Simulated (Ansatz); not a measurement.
Relaxation of AlClF$_{2}$H$_{4}$O$_{2}$ (10 atoms, charge 0, multiplicity 1), to a largest force component of 0.03 eV/Å in at most 50 steps.

Computed with RKS PBE-D4/def2-SVP in Ansatz.

```xyz
10
Properties=species:S:1:pos:R:3
Al -0.629 -0.671 -0.828
Cl 0.330 1.043 -1.827
O 0.258 -1.566 0.322
O -2.164 -1.158 -1.385
H 0.353 1.228 1.780
F -0.436 0.765 1.882
H 2.180 1.088 0.033
F 2.347 1.071 0.939
H 0.394 -1.115 1.176
H -2.633 -0.685 -2.091
```

Where does it end, and by what steps?

The run converged. After 24 steps the energy has fallen by 1.198 eV; H9 moved furthest, 1.67 Å. Joined: Al1–F6.

```json
{"step": "0", "energy less start (eV)": "0.0000", "largest force component (eV/Å)": "1.316", "accepted": "yes"}
{"step": "1", "energy less start (eV)": "-0.2263", "largest force component (eV/Å)": "0.470", "accepted": "yes"}
{"step": "2", "energy less start (eV)": "-0.3946", "largest force component (eV/Å)": "0.330", "accepted": "yes"}
{"step": "3", "energy less start (eV)": "-0.5507", "largest force component (eV/Å)": "0.468", "accepted": "yes"}
{"step": "4", "energy less start (eV)": "-0.7417", "largest force component (eV/Å)": "0.537", "accepted": "yes"}
{"step": "5", "energy less start (eV)": "-0.9365", "largest force component (eV/Å)": "0.471", "accepted": "yes"}
{"step": "6", "energy less start (eV)": "-1.0254", "largest force component (eV/Å)": "0.472", "accepted": "yes"}
{"step": "7", "energy less start (eV)": "-1.0663", "largest force component (eV/Å)": "0.541", "accepted": "yes"}
{"step": "8", "energy less start (eV)": "-1.1147", "largest force component (eV/Å)": "0.433", "accepted": "yes"}
{"step": "9", "energy less start (eV)": "-1.1351", "largest force component (eV/Å)": "0.342", "accepted": "yes"}
{"step": "10", "energy less start (eV)": "-1.1119", "largest force component (eV/Å)": "1.651", "accepted": "no"}
{"step": "11", "energy less start (eV)": "-1.1508", "largest force component (eV/Å)": "0.171", "accepted": "yes"}
{"step": "12", "energy less start (eV)": "-1.1600", "largest force component (eV/Å)": "0.614", "accepted": "yes"}
{"step": "13", "energy less start (eV)": "-1.1823", "largest force component (eV/Å)": "0.185", "accepted": "yes"}
{"step": "14", "energy less start (eV)": "-1.1781", "largest force component (eV/Å)": "0.404", "accepted": "no"}
{"step": "15", "energy less start (eV)": "-1.1890", "largest force component (eV/Å)": "0.097", "accepted": "yes"}
{"step": "16", "energy less start (eV)": "-1.1941", "largest force component (eV/Å)": "0.065", "accepted": "yes"}
{"step": "17", "energy less start (eV)": "-1.1961", "largest force component (eV/Å)": "0.098", "accepted": "yes"}
{"step": "18", "energy less start (eV)": "-1.1942", "largest force component (eV/Å)": "0.133", "accepted": "no"}
{"step": "19", "energy less start (eV)": "-1.1966", "largest force component (eV/Å)": "0.138", "accepted": "yes"}
{"step": "20", "energy less start (eV)": "-1.1968", "largest force component (eV/Å)": "0.138", "accepted": "yes"}
{"step": "21", "energy less start (eV)": "-1.1974", "largest force component (eV/Å)": "0.147", "accepted": "yes"}
{"step": "22", "energy less start (eV)": "-1.1973", "largest force component (eV/Å)": "0.096", "accepted": "no"}
{"step": "23", "energy less start (eV)": "-1.1979", "largest force component (eV/Å)": "0.047", "accepted": "yes"}
{"step": "24", "energy less start (eV)": "-1.1981", "largest force component (eV/Å)": "0.016", "accepted": "yes"}
```

```xyz
10
Properties=species:S:1:pos:R:3
Al -0.381 -0.579 -0.223
Cl 1.020 0.554 -1.549
O 0.478 -1.849 0.540
O -1.974 -0.757 -0.827
H 0.432 1.352 1.108
F -0.445 0.768 1.107
H 1.577 1.538 -0.127
F 1.555 1.927 0.812
H 0.047 -2.693 0.746
H -2.310 -0.262 -1.587
```

Run time: 32 s on 2 threads of Intel(R) Xeon(R) Platinum 8559C (Emerald Rapids), with other jobs on the host, peak memory 0.17 GiB.
